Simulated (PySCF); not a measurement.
**Frontier levels across methods**

Compound: C₄H₃BF₂O.
SMILES with atom numbers: `[F:1][B:2]([F:3])[c:4]1[cH:5][cH:6][cH:7][o:8]1` (hydrogens: H9 on C5; H10 on C6; H11 on C7)

Structure used (PBE0-D3(BJ)/def2-SVP), in Å, numbered top down from 1:
```
atom  x, y, z in Å
F1     2.7891   -0.6114    0.8774
B2     2.0873    0.2619    0.1750
F3     2.7353    1.2655   -0.3817
C4     0.5700    0.0969    0.0260
C5    -0.3073   -0.8519    0.4994
C6    -1.6005   -0.4821    0.0451
C7    -1.4169    0.6661   -0.6775
O8    -0.1309    1.0182   -0.6960
H9    -0.0387   -1.7137    1.1076
H10   -2.5440   -0.9924    0.2246
H11   -2.1035    1.3159   -1.2161
```

Basis pcSseg-1 throughout (PySCF), one geometry. Isolated species at its PBE0-D3(BJ)/def2-SVP geometry, gas phase.

Q: How do the orbital energies, the gap and the dipole change with the method?

A: 
| method | kind | HOMO (eV) | LUMO (eV) | gap (eV) | μ (D) | SCF cycles |
| --- | --- | --- | --- | --- | --- | --- |
| PBE | GGA | -6.30 | -2.15 | 4.15 | 2.70 | 16 |
| BP86 | GGA | -6.41 | -2.24 | 4.16 | 2.72 | 16 |
| LDA | LDA | -6.55 | -2.42 | 4.12 | 2.82 | 16 |
| B3LYP | global hybrid | -7.12 | -1.50 | 5.63 | 2.87 | 14 |
| PBE0 | global hybrid | -7.35 | -1.31 | 6.04 | 2.87 | 14 |
| CAM-B3LYP | range-separated hybrid | -8.58 | -0.19 | 8.38 | 2.83 | 13 |
| HF | Hartree–Fock | -9.35 | 2.26 | 11.61 | 3.21 | 12 |
| LC-wPBE | range-separated hybrid | -9.90 | 0.90 | 10.80 | 2.69 | 14 |

The HOMO spans 3.59 eV, from PBE down to LC-wPBE, and the gap runs from 4.12 eV (LDA) to 11.61 eV (HF). Over the methods PBE (0 %), BP86 (0 %), LDA (0 %), B3LYP (20 %), PBE0 (25 %), HF (100 %), a straight line through the gap against the share of exact exchange rises by 0.75 eV for each 10 % (correlation coefficient 1.000). The dipole ranges from 2.69 D (LC-wPBE) to 3.21 D (HF). This basis has no diffuse functions.
